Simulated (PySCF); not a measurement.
## Zinc: a sound run and one with changed settings

Sound run: Zn [Ar] 3d10 4s2, Zn⁺ [Ar] 3d10 4s1. Computed with PySCF 2.14 in 6-31G* (5s4p2d1f, 34 functions), with the non-relativistic Hamiltonian (point nucleus). The sound run starts from symmetry-adapted Hartree-Fock orbitals and uses a fine grid where one is needed.

Changed run: radial step 0.8 in ln r (0.13 in the sound run). This setting is unsound on purpose.

```
species  method  sound run (hartree)  changed run (hartree)  converged
     Zn     UHF          -1777.48110            -1777.48110        yes
     Zn     LDA          -1776.12653            -1776.31861        yes
     Zn  r2SCAN          -1778.99923            -1779.23385        yes
    Zn⁺     UHF          -1777.20913            -1777.20913        yes
    Zn⁺     LDA          -1775.79266            -1775.99581        yes
    Zn⁺  r2SCAN          -1778.68398            -1778.93812        yes
```

Ionisation energy of Zn:

```json
{"method": "UHF", "sound run (eV)": "7.401", "changed run (eV)": "7.401"}
{"method": "LDA", "sound run (eV)": "9.085", "changed run (eV)": "8.784"}
{"method": "r2SCAN", "sound run (eV)": "8.578", "changed run (eV)": "8.047"}
```

A coarse radial grid mis-integrates the density and the exchange-correlation energy, with errors of either sign; Hartree-Fock needs no grid.

For comparison, NIST gives 9.394 eV between the lowest levels.
